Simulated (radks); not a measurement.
Values are calculated unless marked as measured or tabulated.
Task: These are the eigenvalues of the occupied orbitals of an atom or ion with whole-number occupations (Ry). Code: a radial shooting solver on a logarithmic mesh with Libxc functionals. Model: Dirac Kohn-Sham, PBE, spin-unpolarised, spherical densities, point nucleus.

1s1/2: -1040.258
2s1/2: -136.9659
2p1/2: -123.7716
2p3/2: -119.8152
3s1/2: -19.39261
3p1/2: -14.73415
3p3/2: -14.15233
3d3/2: -6.03706
3d5/2: -5.94135
4s1/2: -1.69346
4p1/2: -0.71128
4p3/2: -0.66452

Which element is it, and in what charge state? The configuration may be excited. Open shells, if any, fill j = l - 1/2 first.

Result: Z = 36, krypton, charge 0: Kr in [Kr]. The list shows which subshells hold electrons but not how many an open one holds; the 1s level, -520.13 hartree, gives Z - s = 32.3 by -(Z - s)^2/2, which with screening and relativity narrows Z to a few neighbours, and the depths of the outer levels then fix element, charge and occupations together.
